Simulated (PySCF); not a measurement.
RbSi⁺: script and output

The script input.py:

```python
from pyscf import gto, scf, mp

mol = gto.M(
    atom='Rb 0 0 0; Si 0 0 3.111',
    basis='sbkjc',
    ecp={'Rb': 'sbkjc', 'Si': 'sbkjc'},
    charge=1,
    spin=0,
    symmetry=True,
    verbose=4,
)
mf = scf.RHF(mol)
mf.kernel()
mp.MP2(mf).kernel()
mf.dip_moment()
print('orbital energies (hartree):', mf.mo_energy[..., max(0, mol.nelec[1]-3):mol.nelec[0]+3].round(4))
```

```bash
$ OMP_NUM_THREADS=1 python input.py
```

Output (some set-up lines and the per-cycle HOMO/LUMO lines with their warnings removed):

```
PySCF version 2.14.0

[INPUT] Symbol           X                Y                Z      unit          X                Y                Z       unit  Magmom
[INPUT]  1 Rb     0.000000000000   0.000000000000   0.000000000000 AA    0.000000000000   0.000000000000   0.000000000000 Bohr   0.0
[INPUT]  2 Si     0.000000000000   0.000000000000   3.111000000000 AA    0.000000000000   0.000000000000   5.878937973522 Bohr   0.0

nuclear repulsion = 0.680394999575699
point group symmetry = Coov
symmetry origin: [0.         0.         1.61382611]
symmetry axis x: [1. 0. 0.]
symmetry axis y: [0. 1. 0.]
symmetry axis z: [0. 0. 1.]
num. orbitals of irrep A1 = 8
num. orbitals of irrep E1x = 4
num. orbitals of irrep E1y = 4
number of shells = 8
number of NR pGTOs = 32
number of NR cGTOs = 16
basis = sbkjc
ecp = {'Rb': 'sbkjc', 'Si': 'sbkjc'}

******** <class 'pyscf.scf.hf_symm.SymAdaptedRHF'> ********
method = SymAdaptedRHF
initial guess = minao
damping factor = 0
level_shift factor = 0
DIIS = <class 'pyscf.scf.diis.CDIIS'>
SCF conv_tol = 1e-09
SCF max_cycles = 50
Freeze 0 electrons in irreps []
    4 free electrons in irreps A1 E1x E1y
Initial guess from minao.
init E= -3.35191350366306
cycle= 1 E= -3.31198857769061  delta_E= 0.0399  |g|= 0.365  |ddm|= 1.79
cycle= 2 E= -3.59432555951833  delta_E= -0.282  |g|= 0.121  |ddm|= 1.41
cycle= 3 E= -3.6020081304152  delta_E= -0.00768  |g|= 0.0324  |ddm|= 0.261
cycle= 4 E= -3.60331102792119  delta_E= -0.0013  |g|= 0.00538  |ddm|= 0.137
cycle= 5 E= -3.60336401400186  delta_E= -5.3e-05  |g|= 0.00117  |ddm|= 0.0255
cycle= 6 E= -3.60336712111941  delta_E= -3.11e-06  |g|= 0.000107  |ddm|= 0.00866
cycle= 7 E= -3.60336714173133  delta_E= -2.06e-08  |g|= 1.9e-05  |ddm|= 0.000638
cycle= 8 E= -3.6033671419928  delta_E= -2.61e-10  |g|= 9.68e-07  |ddm|= 8.09e-05
Extra cycle  E= -3.60336714199409  delta_E= -1.29e-12  |g|= 2.93e-07  |ddm|= 2.71e-06
converged SCF energy = -3.60336714199409

******** <class 'pyscf.mp.mp2.RMP2'> ********
nocc = 2, nmo = 16
E(RMP2) = -3.62438992551362  E_corr = -0.0210227835195387
E(SCS-RMP2) = -3.62819592235887  E_corr = -0.0248287803647796
E_corr(same-spin) = -0.000459876760000271
E_corr(oppo-spin) = -0.0205629067595384

WARN: System has nonzero charge 1; the dipole moment is origin-dependent.
Location of origin: [0. 0. 0.]

Dipole moment(X, Y, Z, Debye):  0.00000,  0.00000,  0.63479
orbital energies (hartree): [-0.7124 -0.4034 -0.1549 -0.1549 -0.121 ]
```

In short: E(SCF) = -3.603367 Eh, 8 cycles, E(MP2) − E(SCF) = -0.02102 Eh.

Hardware: Arm Neoverse V1, 1 thread, shared host. Wall time 0.76 s.

Stability towards an unrestricted solution was not tested. The bond length is a typed value, not an optimised one. The dipole of an ion depends on the origin.
